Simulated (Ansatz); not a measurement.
`OCC[SiH2]O` → `C[Si](C)(O)O`  (isomerisation)

Program: Ansatz. Geometries: PBE0-D4/def2-TZVP. ΔE: electronic, gas phase. CCSD(T)/CBS adds triple-zeta CCSD(T) − MP2 to the extrapolated MP2 energy (def2 sets, frozen cores). Functionals use def2-TZVPP. B3LYP here is the variant with VWN-RPA as its local correlation; programs differ in this. One conformer a species, not always the lowest.

| level | ΔE (eV) | difference from CCSD(T)/CBS |
| --- | --- | --- |
| PBE-D4 | -2.43 | 0.13 |
| B3LYP-D4 | -2.51 | 0.05 |
| PBE | -2.43 | 0.13 |
| PBE0 | -2.48 | 0.08 |
| MP2/def2-TZVPP | -2.60 | -0.04 |
| SCS-MP2/def2-TZVPP | -2.52 | 0.04 |
| CCSD(T)/def2-TZVPP | -2.51 | 0.05 |
| HF/def2-QZVPP | -2.54 | 0.02 |
| SCS-MP2/def2-QZVPP | -2.55 | 0.01 |
| CCSD/CBS(def2) | -2.57 | -0.01 |
| CCSD(T)/CBS | -2.56 | 0 |

Largest T1 diagnostic among the species: 0.011.

From PBE to PBE0 (25 % exact exchange), in def2-TZVPP and without D4, ΔE moves by −0.05 eV.
